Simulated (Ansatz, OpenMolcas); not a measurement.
# HfH4O4 (SMILES O[Hf](O)(O)O): the vertical ionisation energy from total energies

The species is HfH4O4 (9 atoms), meant as a singlet with charge 0. SMILES: `O[Hf](O)(O)O`. The coordinates come from a PBE0-D4/def2-TZVP relaxation. This is one conformer, not always the lowest.

Both states at this one shape; open shells run unrestricted unless said. 1 Eh = 27.2114 eV.

| level | program | singlet HfH4O4 (Eh) | doublet [HfH4O4]+ (Eh) | HOMO of the first (eV) |
| --- | --- | --- | --- | --- |
| HF/def2-SVP (core potential) | Ansatz | -349.282834 | -348.914720 | -12.76 |
| M06-L/def2-SVP (core potential) | OpenMolcas | -351.335969 | -350.976352 | -6.86 |

Question: Work out the vertical ionisation energy at each level.

Answer: 
1. HF/def2-SVP (core potential): -348.914720 − (-349.282834) = 0.368114 Eh = 10.02 eV; −ε(HOMO) = 12.76 eV.
2. M06-L/def2-SVP (core potential): -350.976352 − (-351.335969) = 0.359617 Eh = 9.79 eV; −ε(HOMO) = 6.86 eV.

No measured value is set beside it here; the levels span 9.79 to 10.02 eV. In Hartree–Fock, −ε(HOMO) (Koopmans) exceeds the difference of totals by the orbital relaxation of the ion. In semi-local functionals −ε(HOMO) lies far under the ionisation energy, a result of self-interaction, while the difference of totals does much better. Spin-orbit coupling, which splits open shells on such heavy atoms by tenths of an eV, is left out.
